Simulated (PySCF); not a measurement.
**IrF₃: from structure and modes to constants**

Level of theory: PySCF, UPBE0, basis Ir def2-SVP with ECP60, F def2-SVP (scalar-relativistic core potentials, no spin–orbit coupling, density fitting).

The triplet minimum has C2v symmetry. Masses (u): Ir 192.96292, F 18.99840.

```xyz
4
charge 0 multiplicity 3, angstrom
Ir    0.0000    0.0000   -0.1064
F     0.0000    0.0000    1.7454
F     1.8232    0.0000   -0.3421
F    -1.8232    0.0000   -0.3421
```

Harmonic wavenumbers (cm⁻¹): 126.7 (b2, ×1), 191.6 (a1, ×1), 195.9 (b1, ×1), 676.0 (a1, ×1), 718.7 (a1, ×1), 725.8 (b2, ×1).

(1) Find the principal moments of inertia and the rotational constants. What kind of rotor is it?

(2) What is the harmonic zero-point energy?

(3) Find the vibrational entropy and heat capacity at 298.15 K.

## Answers

(1) About the centre of mass I = 64.508, 126.3, 190.81 u Å². With B = 16.8576/I this gives 0.2613, 0.1335, 0.08835 cm⁻¹. The molecule is an asymmetric top with κ = -0.48.

(2) Half the sum of all 6 wavenumbers, 2635/2 = 1317 cm⁻¹, which is 15.8 kJ/mol (1 cm⁻¹ = 0.0119627 kJ/mol).

(3) With u = 1.43878 ω/T, each mode gives S = R[u/(eᵘ−1) − ln(1−e⁻ᵘ)] and C = R u² eᵘ/(eᵘ−1)².
| ω (cm⁻¹) | u | S (J/(mol K)) | C (J/(mol K)) |
| --- | --- | --- | --- |
| 126.7 | 0.612 | 12.53 | 8.06 |
| 191.6 | 0.924 | 9.26 | 7.75 |
| 195.9 | 0.945 | 9.09 | 7.72 |
| 676.0 | 3.262 | 1.40 | 3.66 |
| 718.7 | 3.468 | 1.19 | 3.32 |
| 725.8 | 3.503 | 1.16 | 3.27 |
The sums over all modes are S = 34.6 and C = 33.8 J/(mol K); the softest mode gives 36 % of the entropy.

Other isomers or separated fragments may lie lower. With open d or f shells other occupations or spin states may lie lower. No spin–orbit coupling is included, which matters more the heavier the element.
